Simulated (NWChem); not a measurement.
# CHAlClF₃; SMILES F[C](F)(F)[AlH][Cl]

```xyz
7

Al    -0.8885    -0.6253     0.0381
C      0.0745     1.1481    -0.0310
F     -0.7663     2.1609    -0.3171
F      1.0559     1.1910    -0.9471
F      0.6382     1.4407     1.1590
Cl     0.3107    -2.3402     0.0439
H     -2.4557    -0.7256     0.1112
```
Atoms are numbered in this order, from 1.

Computed with NWChem. Pople sets run with spherical d functions. Coordinates come from a PBE0/def2-SVP optimisation. B3LYP is NWChem's, with the RPA form of VWN correlation. Vzz is the largest principal value of the second derivative of the potential at the nucleus (NWChem prints the opposite sign); η is the asymmetry. Non-relativistic.

```csv
level,Vzz Al1 (a.u.),η Al1,Vzz Cl6 (a.u.),η Cl6,relative time
B3LYP/6-31G*,0.962,0.52,1.219,0.52,1
B3LYP/def2-TZVP,1.265,0.44,1.254,0.56,3
PBE0/cc-pVTZ,1.282,0.42,1.165,0.53,4
PBE0/def2-TZVP,1.272,0.44,1.269,0.52,3
```

The last column is a rough cost ratio, cheapest run = 1.
